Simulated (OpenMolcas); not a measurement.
Cu2+ in a ligand field

Cu2+ with 6 ligands (ammonia) in octahedral coordination (S6) at 2.15 Å. Ligand basis ANO-RCC-VDZP.

```yaml
Program: OpenMolcas
Method: CASSCF
Basis: ANO-RCC-VTZP [6s5p3d2f1g]
Scalar_Hamiltonian: DKH2, point nucleus
Active_space: 9 electrons in 5 orbitals (3d)
State_averaging: 2S+1 = 2 even, 5 roots
Spin-orbit_coupling: state interaction with AMFI integrals over the reference wave functions
```

The lowest spin-free states, above the lowest:

| State | Degeneracy | E (cm-1) | Free-ion L (%) |
| --- | --- | --- | --- |
| 2S+1 = 2 | 2 | 0.0 | D (100) |
| 2S+1 = 2 | 2 | 7422 | D (100) |
| 2S+1 = 2 | 1 | 7466 | D (100) |

The lowest levels with spin-orbit coupling:

```
E (cm-1)  Degeneracy  2S+1               g
     0.0           2     2  0.37 0.37 2.36
     2.6           2     2  0.00 0.00 2.40
    6761           2     2  1.96 1.96 2.06
    8070           2     2  0.00 0.00 0.63
    8101           2     2  0.33 0.33 0.42
```

Powder χT (cm3 K/mol): 0.456 at 2 K, 0.528 at 10 K, 0.536 at 50 K, 0.542 at 100 K, 0.554 at 200 K, 0.566 at 300 K. The effective moment at 300 K is 2.828 √(χT) = 2.13 μB.

The lowest level has 2S+1 = 2, for which the spin-only value is χT = S(S+1) / 2 = 0.375 cm3 K/mol (g = 2). The computed 0.566 at 300 K differs by +0.191, through orbital momentum, spin-orbit coupling and any other state in reach.

Metal share of the active 3d orbitals (Löwdin): 94, 94, 99, 99, 99 %; Mulliken charge of the metal 1.36.

An orbital doublet at a regular site is open to a Jahn-Teller distortion, which this geometry leaves out. Ligand-to-metal charge-transfer states are missing. With metal d orbitals alone and no dynamic correlation the field as a rule comes out too small, by tens of per cent, by up to half for chloride and softer ligands, and the orbital part of g and χT, which goes as 1/10Dq, too large. No measured value stands beside these numbers; the geometry was imposed, not optimised, and the real ion may take another.

A state without a sure symmetry label is named by its multiplicity alone.
